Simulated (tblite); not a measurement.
Parent: `[NH2:1][Si@H:2]1[CH:3]=[CH:4][CH2:5][SiH2:6]1` with H–N1–Si2–C3 -66° and 71°, C3H9NSi2.

Computed geometry: GFN2-xTB, gas phase. One conformer each, not checked by frequencies here.

```csv
coordinate of the parent,value
N1–Si2,1.732 Å
Si2–C3,1.896 Å
C3=C4,1.329 Å
C4–C5,1.499 Å
C5–Si6,1.920 Å
Si2–Si6,2.300 Å
N1–Si2–C3,117.5°
N1–Si2–Si6,112.9°
C3–Si2–Si6,91.8°
Si2–C3–C4,118.5°
C3–C4–C5,124.1°
C4–C5–Si6,111.5°
Si2–Si6–C5,94.2°
```

Task: How does the shared frame change in `[CH:1]1=[CH:2][Si@@H:3]([NH:4][CH:5]2[CH2:6][CH2:7]2)[SiH2:8][CH2:9]1` with C2–Si3–N4–C5 172°, Si3–N4–C5–C6 5°, C1–C2–Si3–N4 -131°, N4–C5–C6–C7 -111°, C2–Si3–Si8–C9 7°, Si3–Si8–C9–C1 -8°, C6H13NSi2? Atoms pair as N1 = N4, Si2 = Si3, C3 = C2, C4 = C1, C5 = C9, Si6 = Si8 (parent first).

Result: 
| parent | relative | value in the relative | change |
| --- | --- | --- | --- |
| N1–Si2 | N4–Si3 | 1.727 Å | -0.005 |
| Si2–C3 | Si3–C2 | 1.884 Å | -0.012 |
| C3=C4 | C2=C1 | 1.327 Å | -0.002 |
| C4–C5 | C1–C9 | 1.498 Å | -0.001 |
| C5–Si6 | C9–Si8 | 1.919 Å | -0.001 |
| Si2–Si6 | Si3–Si8 | 2.313 Å | +0.013 |
| N1–Si2–C3 | N4–Si3–C2 | 106.4° | -11.1 |
| N1–Si2–Si6 | N4–Si3–Si8 | 123.6° | +10.7 |
| C3–Si2–Si6 | C2–Si3–Si8 | 91.7° | -0.1 |
| Si2–C3–C4 | Si3–C2–C1 | 118.4° | -0.1 |
| C3–C4–C5 | C2–C1–C9 | 124.2° | +0.1 |
| C4–C5–Si6 | C1–C9–Si8 | 111.3° | -0.2 |
| Si2–Si6–C5 | Si3–Si8–C9 | 93.5° | -0.7 |

Of the parent's bonds, Si2–C3 and Si2–Si6 change most and about equally (-0.012 to +0.013 Å). Bonds of the relative outside the shared frame: N4–C5 1.421, C5–C6 1.493, C6–C7 1.501, C5–C7 1.507 Å. Point group C1 → C1.
